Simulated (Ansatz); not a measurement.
Computed with Ansatz on PBE0-D4/def2-TZVP structures; ΔE is electronic, products minus reactants. CBS: MP2 limit from def2 TZ/QZ plus the TZ coupled-cluster correction, frozen cores. This one scheme is used for every species. Double bonds are as drawn, so ΔE can hold a change between cis and trans. Functionals use def2-TZVPP. B3LYP here is the variant with VWN-RPA as its local correlation; programs differ in this.

`B/C=C(\F)[SiH3]` + HCl → `B/C=C(\F)Cl` + SiH₄  (substitution at a C–Si bond)

```csv
level,ΔE (kJ/mol),difference from CCSD(T)/CBS
r2SCAN-D4,31.8,-13.8
B3LYP-D4,38.5,-7.1
PBE,28.5,-17.1
B3LYP,35.8,-9.8
MP2/def2-TZVPP,39.2,-6.4
SCS-MP2/def2-TZVPP,39.9,-5.7
CCSD/def2-TZVPP,45.0,-0.6
MP2/def2-QZVPP,41.0,-4.6
HF/CBS(def2),45.8,0.2
MP2/CBS(def2),42.1,-3.5
CCSD(T)/CBS,45.6,0
```

Largest T1 diagnostic among the species: 0.013.

From PBE to PBE0 (25 % exact exchange), in def2-TZVPP and without D4, ΔE moves by +4.7 kJ/mol.
